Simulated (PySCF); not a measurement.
**Electron correlation in F(3+) (fluorine, charge +3)**

[He] 2s2 2p2, high-spin 3P determinant. All numbers are calculated (PySCF 2.14, no relativity, point nucleus, in 6-31G*). Frozen: 1s2; 4 electrons correlated.

MP2 pair energies summed by pair of shells (mhartree):

```
 pair  energy  share (%)
2s-2p  -19.99       50.3
2s-2s  -17.73       44.6
2p-2p   -2.06        5.2
```

Total MP2 correlation energy: -39.78 mhartree.

Same-spin part -4.13 and opposite-spin part -35.65 mhartree; SCS-MP2 scales them by 1/3 and 6/5 to -44.16 mhartree.

```tsv
level	correlation energy (mhartree)
CCSD	-60.70
(T)	-0.28
CCSD(T)	-60.98
```

Diagnostics: T1 = 0.0035, D1 = 0.0066, largest double amplitude 0.127.

Cost of the coupled-cluster step: 0.12 s of wall time on 1 thread of Neoverse-N1 (shared host), for 4 correlated electrons.

Iterations:

```
CC2 = 0
CCSD nocc = (np.int64(3), np.int64(1)), nmo = (13, 13)
frozen orbitals [[0], [0]]
max_cycle = 100
direct = 0
conv_tol = 1e-08
conv_tol_normt = 1e-06
diis_space = 8
diis_start_cycle = 0
Init t2, MP2 energy = -0.0397811814310592
Init E_corr(UCCSD) = -0.0397811814324673
cycle = 1  E_corr(UCCSD) = -0.0521750939476887  dE = -0.0123939125  norm(t1,t2) = 0.0367338
cycle = 2  E_corr(UCCSD) = -0.0569343029659385  dE = -0.00475920902  norm(t1,t2) = 0.0167477
cycle = 3  E_corr(UCCSD) = -0.0607525555301395  dE = -0.00381825256  norm(t1,t2) = 0.00804676
cycle = 4  E_corr(UCCSD) = -0.0606923632145185  dE = 6.01923156e-05  norm(t1,t2) = 0.000636502
cycle = 5  E_corr(UCCSD) = -0.0607026538790441  dE = -1.02906645e-05  norm(t1,t2) = 5.45412e-05
cycle = 6  E_corr(UCCSD) = -0.0606988809373717  dE = 3.77294167e-06  norm(t1,t2) = 8.57598e-06
cycle = 7  E_corr(UCCSD) = -0.0607000736649837  dE = -1.19272761e-06  norm(t1,t2) = 2.17324e-06
cycle = 8  E_corr(UCCSD) = -0.0606999034609724  dE = 1.70204011e-07  norm(t1,t2) = 3.59567e-07
cycle = 9  E_corr(UCCSD) = -0.0606999028302286  dE = 6.3074386e-10  norm(t1,t2) = 1.5168e-08
UCCSD converged
E(UCCSD) = -95.33123906228981  E_corr = -0.06069990283022856
UCCSD(T) correction = -0.000280101337317561
```
